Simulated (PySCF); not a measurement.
# Ba⁺: ionisation energy

Ba⁺ [Xe] 6s1 [6s1/2^1, M_J = 1/2] → Ba²⁺ [Xe], as a difference of total energies. Calculation: PySCF 2.14, in x2c-TZVPPall-2c (11s11p9d2f1g, 112 functions); the two-component X2C-1e Hamiltonian. Correlated levels: [Kr] 4d10 frozen; the 24 highest virtual spinors dropped. "Screened" scales the spin-orbit matrix elements by Boettger's factors to mimic the two-electron term; Breit and QED terms are absent.

| method | ionisation energy (eV) |
| --- | --- |
| GHF (screened spin-orbit) | 9.374 |
| GMP2 (screened spin-orbit) | 9.887 |

Task: How much does correlation contribute at GMP2 (screened spin-orbit)?

Result: 9.887 − (9.374) = 0.513 eV, measured against GHF (screened spin-orbit).

Errors of the correlated levels include the incompleteness of this basis and the frozen core.

For comparison: 10.004 eV (measured; NIST Atomic Spectra Database, ionization energies).
